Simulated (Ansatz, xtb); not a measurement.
**Two isomers of C5H2BrNSe**

Structure X is `C#Cc1ncc(Br)[se]1`, a singlet and structure Y is `N#Cc1[se]ccc1Br`, a singlet. Both are isolated molecules in the gas phase, relaxed with B3LYP/def2-SVP.

X (Å):

```json
{"atom": "C", "x (Å)": "0.0685", "y (Å)": "0.1888", "z (Å)": "4.4355"}
{"atom": "C", "x (Å)": "-0.4164", "y (Å)": "-0.0862", "z (Å)": "3.3562"}
{"atom": "C", "x (Å)": "-0.9620", "y (Å)": "-0.3656", "z (Å)": "2.0778"}
{"atom": "C", "x (Å)": "-2.0943", "y (Å)": "-1.4309", "z (Å)": "0.4654"}
{"atom": "C", "x (Å)": "-1.6892", "y (Å)": "-0.4007", "z (Å)": "-0.3486"}
{"atom": "Br", "x (Å)": "-2.0962", "y (Å)": "-0.2040", "z (Å)": "-2.1703"}
{"atom": "N", "x (Å)": "-1.6950", "y (Å)": "-1.3974", "z (Å)": "1.7672"}
{"atom": "Se", "x (Å)": "-0.6456", "y (Å)": "0.8276", "z (Å)": "0.6096"}
{"atom": "H", "x (Å)": "0.4914", "y (Å)": "0.4195", "z (Å)": "5.3956"}
{"atom": "H", "x (Å)": "-2.7127", "y (Å)": "-2.2605", "z (Å)": "0.1160"}
```

Y (Å):

```xyz
10

C    -2.4459    1.0480    0.2567
C    -1.6206    0.2880    1.1185
C     0.0631   -0.5798    2.8808
C    -0.5877   -1.5661    2.1919
C    -1.5173   -1.0861    1.2189
Br   -2.5283   -2.2708    0.1508
N    -3.1103    1.7043   -0.4368
Se   -0.4541    1.1294    2.3479
H     0.8095   -0.7133    3.6635
H    -0.4205   -2.6305    2.3612
```

Question: Estimate which is lower in electronic energy at CCSD(T)/def2-SVP + ΔMP2/def2-TZVPP, and by roughly how much.

Answer: The CCSD(T)/def2-SVP + ΔMP2/def2-TZVPP calculation puts structure Y lower, by 37.3 kcal/mol.

How the difference moves with the method:

```tsv
level	geometry	E(Y) − E(X) (kcal/mol)	departure from the last row (kcal/mol)	job, with rough time for the two
GFN2-xTB	GFN2-xTB	−15.2	+22.1	optimisation, 0.25 s
HF/STO-3G	GFN2-xTB	−48.4	−11.0	single point, 0.94 s
r2SCAN-D4/def2-SVP	GFN2-xTB	−34.7	+2.7	single point, 5.5 s
B3LYP/def2-SVP	B3LYP/def2-SVP	−33.9	+3.4	optimisation, 50 s
HF/def2-SVP	B3LYP/def2-SVP	−39.9	−2.6	part of the CCSD(T) run
MP2/def2-SVP	B3LYP/def2-SVP	−39.8	−2.5	part of the CCSD(T) run
CCSD(T)/def2-SVP	B3LYP/def2-SVP	−38.6	−1.3	single point
CCSD(T)/def2-SVP + ΔMP2/def2-TZVPP	B3LYP/def2-SVP	−37.3		single point, 3 min
```

As drawn, Y has 1 C≡N, 2 C∷C in place of 1 C≡C, 2 C∷N (∷ is an aromatic bond).

The levels shown agree on the order. The largest departure from CCSD(T)/def2-SVP + ΔMP2/def2-TZVPP is that of GFN2-xTB, 22.1 kcal/mol. The last row adds to CCSD(T) the change of the MP2 difference between the two basis sets, here +1.3 kcal/mol.

With thermal terms from frequencies at re-optimised GFN2-xTB minima (ideal gas, soft modes damped towards free rotors, one conformer each, 298.15 K, 1 atm): the zero-point term adds +0.8 kcal/mol; ΔH is −36.7 and ΔG −36.3 kcal/mol.

The correlated steps freeze 24 core orbitals; the filled d shell of Br and Se is correlated, in a basis made for valence electrons. Run with Ansatz 0.2.0, xtb 6.7.1; the last row on 4 threads of Arm Neoverse V1 on a shared host.
